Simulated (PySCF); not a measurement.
**Ge²⁹⁺: ionisation energy**

Ge²⁹⁺ [He] 2s1 [2s1/2^1, M_J = 1/2] → Ge³⁰⁺ 1s2, as a difference of total energies. Calculation: PySCF 2.14, in an even-tempered Gaussian basis (17 s from 10 bohr⁻², ratio 2.4; 11 p from 13 bohr⁻², ratio 2.4; 5 d from 41 bohr⁻², ratio 2.6; 4 f from 62 bohr⁻², ratio 2.6); the two-component X2C-1e Hamiltonian. Correlated levels: nothing frozen; the 28 highest virtual spinors dropped. "Screened" scales the spin-orbit matrix elements by Boettger's factors to mimic the two-electron term; Breit and QED terms are absent.

```json
{"method": "GHF (screened spin-orbit)", "ionisation energy (eV)": "3195.6", "difference from reference (eV)": "+1.3"}
{"method": "GMP2 (screened spin-orbit)", "ionisation energy (eV)": "3195.7", "difference from reference (eV)": "+1.4"}
```

Reference: 3194.3 eV (theoretical estimate listed by NIST; NIST Atomic Spectra Database, ionization energies).

For this ion Breit and QED terms and the two-electron picture change, all absent here, outweigh the correlation shift from GHF to GMP2.
